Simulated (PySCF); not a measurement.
AlSiH5O3

The system: AlSiH5O3, a small molecule; neutral, singlet. The structure, one conformer, was relaxed in the gas phase by PBE0-D3(BJ)/def2-SVP. No frequency run checks that it is a minimum.

SMILES: [OH][Al]([OH])[O][SiH3]

```xyz
10

O     0.382    1.770    1.885
Al   -0.067    1.193    0.356
O    -0.652    2.281   -0.800
O     0.055   -0.440   -0.049
Si    0.078   -1.953   -0.690
H     0.720    1.216    2.591
H    -0.738    3.220   -0.629
H     0.983   -2.010   -1.879
H     0.576   -2.930    0.328
H    -1.294   -2.371   -1.110
```
Atoms count from 1 in this order.

Shieldings: GIAO PBE0/pcSseg-2. Shifts are against computed references at the same level: H TMS (σ 31.24 ppm), Si TMS (σ 341.3 ppm). Core levels by delta-SCF with SCAN, pcX-2 on the ionised atom and pcseg-1 elsewhere, spin-free X2C (2p3/2 is the spin-free 2p value less a third of a first-order spin-orbit splitting); from the vacuum level, for chosen atoms.

**Question.** Give the NMR and core-level values of the distinct atoms.

**Answer.** 
```
    atoms    bonded to  σ (ppm)  δ (ppm)  core level (eV)
       O1   1 Al + 1 H    317.4        -        1s 538.32
      Al2          3 O    475.5        -      2p3/2 81.12
       O3   1 Al + 1 H    324.0        -        1s 538.29
       O4  1 Al + 1 Si    316.5        -        1s 537.68
      Si5    1 O + 3 H    385.3    -44.0     2p3/2 107.44
       H6          1 O    30.28     0.96                -
       H7          1 O    30.33     0.92                -
H8 H9 H10         1 Si    26.08     5.16                -
```

Values are those of this one static structure, with the three H of a rotating XH3 group averaged; atoms that internal rotation interchanges would show their mean in an NMR spectrum.

**Question.** Which of O1, O3, O4 holds its core electrons tightest, and by how much against the loosest?

**Answer.** O1 (bonded to 1 Al + 1 H), by 0.64 eV over O4 (bonded to 1 Al + 1 Si).

**Question.** By CAM-B3LYP/def2-SVPD (TDDFT singlets, Tamm-Dancoff triplets, ionisation by delta-SCF), where does absorption start, and what does vertical ionisation take?

**Answer.** The lowest singlet lies at 6.93 eV (f 0.006), the strongest of the first 6 at 7.74 eV (f 0.090), the lowest triplet at 6.66 eV; vertical ionisation takes 11.15 eV.
